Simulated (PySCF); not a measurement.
Structure elucidation problem

The spectra below were simulated for a compound C4H10N2OSi2.

¹H NMR (600 MHz, computed): δ 11.41 (br, 1H), 10.61 (br s, 1H), 8.76 (s, 1H), 8.37 (t, 1H), 5.39 (br, 1H), 4.60 (m, 2H), 3.45 (t, 3H).

¹³C{¹H} NMR (computed): δ 189.4 (CH), 174.3 (CH), 171.6 (C), 144.6 (C).

[PySCF: geometry from GFN2-xTB; shieldings: GIAO PBE0/pcSseg-1; a single conformation; isolated molecule; non-relativistic; rapidly exchanging positions averaged]

Scale: ¹H (σref 31.72) and ¹³C (σref 186.93) against TMS (reference shieldings calculated alike).

Problem. What is the structure?

Solution. 
- Rings plus π bonds: 3 (no ring in the answer).
- 4 carbon signals for 4 carbons: no two carbons are equivalent.
- Carbon types of the structure: 2 × C, 2 × CH, leaving 8 H on heteroatoms.
- δC 189.4: β carbon of a C=C–C=O unit; conjugation with the carbonyl draws π density from the β position.
- δC 174.3: C=N carbon.
- δC 171.6: amide carbonyl carbon; it is a carbonyl in resonance with an O or N lone pair, the region of acids, esters and amides.
- δC 144.6: α carbon of a C=C–C=O unit; an sp2 carbon of a C=C bond.
- δH 11.41, 5.39: hydrogen on an amide-type nitrogen; labile proton, position sensitive to the medium.
- δH 10.61: hydrogen on an imine nitrogen; exchangeable, gas-phase position.
- δH 8.76: hydrogen on a C=N carbon.

The compound is `[H]/N=C/C(=C/[SiH2][SiH3])C(N)=O`.

This is the structure that produced the data.

OH and NH positions are those of a molecule without intermolecular hydrogen bonds; in solution they move with solvent, concentration and temperature, and exchange usually removes their couplings. The two substituents on the amide-type nitrogen aren't averaged: C–N rotation is slow on the NMR time scale. Shifts are as computed. Against solution values, carbons near 30 ppm lie about +3 ppm off and those near 130 ppm about +5 ppm. Of 1309 compounds with measured shifts, 239 miss one by over three times the rms of a fit or turn the order of signals round; such compounds aren't used in these exercises. Hydrogen bonding in solution deshields acid and N–H amide carbonyl carbons by as much as 10 ppm beyond these values. No couplings were computed; multiplicities are counted from neighbouring protons, with m where these are inequivalent, close in shift, in a saturated or five-membered ring or joined by F or P, and br s for small geminal =CH2 splittings.
